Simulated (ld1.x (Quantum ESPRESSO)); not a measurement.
**Pd (Z = 46): excitation energies, all-electron against RRKJ**

palladium, norm-conserving RRKJ (Kleinman–Bylander form), made with ld1.x (Quantum ESPRESSO) 7.5 (PBE, scalar-relativistic). Core [Ar] 3d10 4s2, reference 4p6 4d9.5 5s0 5p0 (charge +0.5). Waves: 4p (bound): rc 1.30 bohr; 4d (bound): rc 1.90 bohr; 4f channel at 0.2 Ry: rc 2.25 bohr; 5s (bound, empty): rc 2.30 bohr. Local part: the s channel. Core correction: a·sin(br)/r model core inside 1.30 bohr. rho0 = 0.01.

Energies are relative to the spin-unpolarised reference configuration 4p6 4d9.5 5s0 5p0; without spin polarisation the order of configurations can differ from experiment.

```csv
valence configuration,charge,ΔE all-electron (eV),error AE − PS (meV)
4p6 4d10 5s0 5p0,0,-3.234,-9.4
4p6 4d6 5s0 5p0,+4,110.405,-1163
4p6 4d9 5s0 5p1,0,2.005,-450
4p6 4d9 5s1 5p0,0,-1.733,-26
4p5 4d10 5s0 5p0,+1,53.931,-228
```

Task: What are ΔE and the potential's error for 4p6 4d8 5s0 5p0?

Result: ΔE = 26.700 eV all-electron; the error (AE − PS) is -178 meV.

Task: What are ΔE and the potential's error for 4p6 4d9 5s0 5p0?

Result: ΔE = 5.882 eV all-electron; the error (AE − PS) is -15 meV.

These tests converged, but a pseudo level misses the all-electron one widely, so the file describes the atom poorly there or has found another state: 4p6 4d6 5s0 5p0: empty 5p by 3.8 eV.
